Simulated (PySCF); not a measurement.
C8H5FOS, SMILES Fc1ccsc1-c1ccco1.

The structure is a stationary point at B3LYP-D3(BJ)/def2-SVP. This is a generated structure with no PubChem entry under its InChIKey; it may be hypothetical. One conformer was computed; it need not be the lowest.

These are ωB97X/def2-SVP run with PySCF values and carry that method's errors.

Computed frontier levels, gap, dipole moment and polarisability:
| Item | Value |
|---|---|
| highest occupied level | -7.97 eV |
| lowest empty level | 0.77 eV |
| orbital gap | 8.73 eV |
| dipole moment | 1.25 D |
| quadrupole, principal values (traceless, Buckingham form, about the centre of nuclear charge) | -12.14, -4.38, 16.51 D·Å |
| mean static polarisability | 100.5 bohr³ (14.89 Å³) |
| polarisability, principal values | 45.5, 101.7, 154.3 bohr³ |
